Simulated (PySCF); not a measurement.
# What a mistake does to a calculation on AlFHN

Calculated results; nothing here was measured. The program is PySCF 2.14.0, an open-source quantum chemistry code, run on an isolated molecule that a program drew, which may never have been made. The molecule is AlFHN (charge 0, singlet), drawn as the SMILES string `[NH]=[Al][F]`.

Each row is a Hartree-Fock (HF) and frozen-core CCSD(T) single point in the cc-pV(D+d)Z basis, meant for a local HF minimum. Run 1 is clean. Each other run has one planted mistake out of seven kinds, and not every kind appears here: one electron removed, one electron added, multiplicity raised by two, geometry at a saddle point, minimal basis STO-3G, one bond length entered in bohr, all coordinates scaled. The reference is restricted for singlets and unrestricted otherwise, and also for a bond in bohr. Adding or removing an electron swaps singlet and doublet. Electrons count all cores. HOMO and LUMO are orbital energies over both spins, the gradient is its largest component, and the lowest frequency (negative if imaginary) is given only where the gradient is small. Bond lengths are over the 3 bonds as drawn. T1 is the CCSD diagnostic: over 0.02 (restricted) or 0.045 (unrestricted) a single reference is doubtful.

Geometry of the clean run:
```xyz
4
AlFHN, angstrom
N     0.6760   -0.9195    0.4094
Al   -0.5829    0.0179    0.5850
F    -1.8841    0.9884    0.7670
H     1.4640   -1.5071    0.2985
```

```
run,electrons,basis functions,<S^2>,HOMO (eV),LUMO (eV),gradient (hartree/bohr),lowest frequency (cm^-1),mean bond (Å),longest bond (Å),T1,HF (hartree),CCSD(T) (hartree),mistake
1,30,56,0.000,-9.58,0.90,1.7e-05,149,1.4007,1.633,0.0197,-396.40024,-396.83721,no fault
2,30,56,2.008,-6.38,0.61,1.0e-01,-,1.4007,1.633,0.0169,-396.35029,-396.74524,multiplicity raised by two
3,30,56,1.101,-8.55,-0.29,2.5e-02,-,1.8851,3.087,0.0498,-396.24950,-396.64740,one bond length entered in bohr
4,29,56,0.758,-18.55,-6.34,9.1e-02,-,1.4007,1.633,0.0163,-396.12858,-396.51245,one electron removed
5,30,56,0.000,-9.22,0.29,5.0e-02,-,1.5071,1.758,0.0238,-396.37462,-396.82589,all coordinates scaled
6,31,56,0.884,-0.06,7.85,4.6e-02,-,1.4007,1.633,0.0293,-396.38393,-396.83071,?
```

**Which mistake was planted in run 6, and what did it cost?**

It counts 31 electrons, one more than the clean run, at the same geometry and basis. So the mistake is: one electron added. Subtracting run 1 and multiplying by 627.51 kcal/mol a hartree, the energy moved by 10.2 kcal/mol in HF and 4.1 kcal/mol in CCSD(T).

Cautions from the logs. Run 3: T1 is over the limit, so its CCSD(T) energy is less reliable; run 5: T1 is over the limit, so its CCSD(T) energy is less reliable; run 6: the added electron raises the CCSD(T) energy, so it isn't bound in this basis.
